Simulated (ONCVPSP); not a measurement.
## Transferability test, ONCV potential for Au

ONCVPSP 4.0.1 input, shortened (lines: element, Z, core and valence counts, functional; n l f; lmax; l rc ep ncon nbas qcut; lloc lpopt rc5 dvloc0; l nproj debl; icmod fcfact rcfact), LDA (Perdew-Wang 92), scalar-relativistic:

```
  Au 79.00   10    4  -001012      upf
    1    0    2.00
    2    0    2.00
    2    1    6.00
    3    0    2.00
    3    1    6.00
    3    2   10.00
    4    0    2.00
    4    1    6.00
    4    2   10.00
    4    3   14.00
    5    0    2.00
    5    1    6.00
    5    2   10.00
    6    0    1.00
    2
    0    1.70    0.00    4    7    7.40
    1    1.25    0.00    5   10    6.50
    2    1.70    0.00    4    8    7.70
    4    3    1.00    0.00
    0    3    4.00
    1    3    0.60
    2    2    2.30
    0    0.00    0.00
```

In the p channel the program set the typed energies aside and used -2.207, 0.250, 0.850 Ha.

Energies are relative to the spin-unpolarised reference configuration 5s2 5p6 5d10 6s1; without spin polarisation the order of configurations can differ from experiment.

```tsv
valence configuration	charge	ΔE all-electron (eV)	error AE − PS (meV)
5s2 5p6 5d9 6s0	+2	31.269	-7.6
5s2 5p6 5d8 6s0	+3	65.440	-16
5s1 5p6 5d10 6s1	+1	115.676	-552
```

What are ΔE and the potential's error for 5s2 5p6 5d10 6s0?

ΔE = 9.767 eV all-electron; the error (AE − PS) is -4.6 meV.

Note: ghosts flagged at negative energy: p at -1870.1 eV; GHOST(+) flagged for s at 318.2 eV. A true bound ghost makes a file unfit for plane-wave use.
